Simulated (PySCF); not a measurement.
PySCF input (TPSSh/def2-TZVPD):

```python
from pyscf import gto, scf, dft

mol = gto.M(
    atom='''
    Bi    0.00044982   -0.00166659    0.25383416
    F    -1.37167859   -1.02994141   -0.78467261
    F    -0.21263127    1.70933239   -0.76874137
    F     1.58016150   -0.66402128   -0.78750108
    ''',
    basis='def2-tzvpd',
    ecp='def2-tzvp',
    charge=0,
    spin=0,
    verbose=4,
)

mf = dft.RKS(mol, xc='tpssh').density_fit(auxbasis='def2-universal-jkfit')
mf.grids.level = 3
mf.conv_tol = 1e-9
mf.max_cycle = 100
mf.max_memory = 1500
mf.kernel()
if not mf.converged:
    mf = mf.newton()
    mf.kernel(mf.make_rdm1())
mf.analyze()
```

End of the output:

```
Extra cycle  E= -514.325273859162  delta_E= 4.85e-10  |g|= 6.04e-05  |ddm|= 4.66e-05
converged SCF energy = -514.325273859162
**** SCF Summaries ****
Total Energy =                        -514.325273859162280
Nuclear Repulsion Energy =             207.160958995374585
One-electron Energy =                -1205.178639596512539
Two-electron Energy =                  483.692406741975617
Two-electron Coulomb Energy =          532.250947927317952
DFT Exchange-Correlation Energy =      -48.558541185342342
HOMO-LUMO gap [eV] =                     7.150466646567970
**** MO energy ****
MO #1   energy= -24.5769872875386  occ= 2
MO #2   energy= -24.5769795252239  occ= 2
MO #3   energy= -24.5769568737698  occ= 2
MO #4   energy= -5.98441541482456  occ= 2
MO #5   energy= -3.73139262361207  occ= 2
MO #6   energy= -3.73139254226427  occ= 2
MO #7   energy= -3.72986504186945  occ= 2
MO #8   energy= -1.16566742530749  occ= 2
MO #9   energy= -1.16566196292933  occ= 2
MO #10  energy= -1.13403306388566  occ= 2
MO #11  energy= -1.10899969113417  occ= 2
MO #12  energy= -1.10899948843483  occ= 2
MO #13  energy= -1.10523656905631  occ= 2
MO #14  energy= -1.05762880608808  occ= 2
MO #15  energy= -1.05762361898194  occ= 2
MO #16  energy= -0.622329080400089 occ= 2
MO #17  energy= -0.427531330385106 occ= 2
MO #18  energy= -0.427528699449643 occ= 2
MO #19  energy= -0.405897030172059 occ= 2
MO #20  energy= -0.381726517131177 occ= 2
MO #21  energy= -0.381722589556446 occ= 2
MO #22  energy= -0.372106988345591 occ= 2
MO #23  energy= -0.372100966013873 occ= 2
MO #24  energy= -0.3693667200258   occ= 2
MO #25  energy= -0.343237215605036 occ= 2
MO #26  energy= -0.0804624109217146 occ= 0
MO #27  energy= -0.0804607145987964 occ= 0
MO #28  energy= -0.0648860961259794 occ= 0
MO #29  energy= 0.00893688520198666 occ= 0
MO #30  energy= 0.0758577445150553 occ= 0
MO #31  energy= 0.0758590194145746 occ= 0
MO #32  energy= 0.0842794753844676 occ= 0
MO #33  energy= 0.0908359260656588 occ= 0
MO #34  energy= 0.0908361629342965 occ= 0
MO #35  energy= 0.0916723320017634 occ= 0
MO #36  energy= 0.0916728491951911 occ= 0
MO #37  energy= 0.0958979177461818 occ= 0
MO #38  energy= 0.14140111310298   occ= 0
MO #39  energy= 0.156201360652421  occ= 0
MO #40  energy= 0.156202051688327  occ= 0
MO #41  energy= 0.169030799326896  occ= 0
MO #42  energy= 0.169032233869219  occ= 0
MO #43  energy= 0.175342159747576  occ= 0
MO #44  energy= 0.246520452760445  occ= 0
MO #45  energy= 0.254803879022762  occ= 0
MO #46  energy= 0.254807025649069  occ= 0
MO #47  energy= 0.261783837243752  occ= 0
MO #48  energy= 0.324956566406695  occ= 0
MO #49  energy= 0.329306554607148  occ= 0
MO #50  energy= 0.329307175793228  occ= 0
MO #51  energy= 0.334641429597803  occ= 0
MO #52  energy= 0.334650886465472  occ= 0
MO #53  energy= 0.370634597975646  occ= 0
MO #54  energy= 0.391977665647362  occ= 0
MO #55  energy= 0.391980994458541  occ= 0
MO #56  energy= 0.439419615698147  occ= 0
MO #57  energy= 0.454494462257034  occ= 0
MO #58  energy= 0.454511261677671  occ= 0
MO #59  energy= 0.482432144511908  occ= 0
MO #60  energy= 0.574287848318174  occ= 0
MO #61  energy= 0.574292043016169  occ= 0
MO #62  energy= 0.614879790210315  occ= 0
MO #63  energy= 0.614885216401786  occ= 0
MO #64  energy= 0.628149044069638  occ= 0
MO #65  energy= 0.641114491056962  occ= 0
MO #66  energy= 0.641119184556905  occ= 0
MO #67  energy= 0.661047657940237  occ= 0
MO #68  energy= 0.661049251369985  occ= 0
MO #69  energy= 0.681881459857245  occ= 0
MO #70  energy= 0.686766346904282  occ= 0
MO #71  energy= 0.706914884806976  occ= 0
MO #72  energy= 0.706919188174095  occ= 0
MO #73  energy= 0.724460633583693  occ= 0
MO #74  energy= 0.72514205839703   occ= 0
MO #75  energy= 0.748762396257619  occ= 0
MO #76  energy= 0.748763299030701  occ= 0
MO #77  energy= 0.767651839632647  occ= 0
MO #78  energy= 0.932126429321276  occ= 0
MO #79  energy= 0.974162243549525  occ= 0
MO #80  energy= 0.974177146602439  occ= 0
MO #81  energy= 0.9897402308303    occ= 0
MO #82  energy= 0.98974699283473   occ= 0
MO #83  energy= 1.01330486131972   occ= 0
MO #84  energy= 1.02337217409514   occ= 0
MO #85  energy= 1.03228552107711   occ= 0
MO #86  energy= 1.03229252740367   occ= 0
MO #87  energy= 1.10436261074732   occ= 0
MO #88  energy= 1.10436448729311   occ= 0
MO #89  energy= 1.13610690059349   occ= 0
MO #90  energy= 1.17205377359674   occ= 0
MO #91  energy= 1.17205879370928   occ= 0
MO #92  energy= 1.18048570298187   occ= 0
MO #93  energy= 1.21850109972399   occ= 0
MO #94  energy= 1.21853022577256   occ= 0
MO #95  energy= 1.42868143116717   occ= 0
MO #96  energy= 1.51123987783667   occ= 0
MO #97  energy= 1.51124281926244   occ= 0
MO #98  energy= 2.04507665294557   occ= 0
MO #99  energy= 2.0945569408578    occ= 0
MO #100 energy= 2.10477169566777   occ= 0
MO #101 energy= 2.10477774570007   occ= 0
MO #102 energy= 2.17297417211467   occ= 0
MO #103 energy= 2.17297889091898   occ= 0
MO #104 energy= 2.17982317763573   occ= 0
MO #105 energy= 2.20946543276724   occ= 0
MO #106 energy= 2.26620823564305   occ= 0
MO #107 energy= 2.26622540409374   occ= 0
[...]
```
